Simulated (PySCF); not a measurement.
All values below come from PySCF with PBE-D3(BJ)/def2-TZVP // B3LYP-D3(BJ)/def2-SVP. All species are isolated molecules in the gas phase. One relaxed conformer stands for a flexible species; it need not be the lowest. Delta-SCF ions had no search for a lower state. Excitations are Tamm–Dancoff values on a coarser integration grid. The basis has no diffuse functions, so Rydberg states are missing or too high.

Reference species (SMILES): `Bc1cc(F)co1` (neutral, multiplicity 1).

| Property | Value |
|---|---|
| LUMO | -3.04 eV |
| vertical ionisation energy (Delta-SCF) | 9.32 eV |
| brightest of the four lowest singlets (TDA) | 5.32 eV |
| S1 oscillator strength | 0.203 |

After one change: the LUMO rises by 0.21 eV; the vertical ionisation energy (Delta-SCF) decreases by 0.24 eV; the brightest of the four lowest singlets (TDA) increases by 0.53 eV; the S1 oscillator strength decreases by 0.171.

Problem. Name the change that produced these shifts. The new species is one of these.
A) `Bc1occc1F`
B) `Bc1ccc(F)o1`
C) `Bc1coc(F)c1`

Solution. C, `Bc1coc(F)c1`
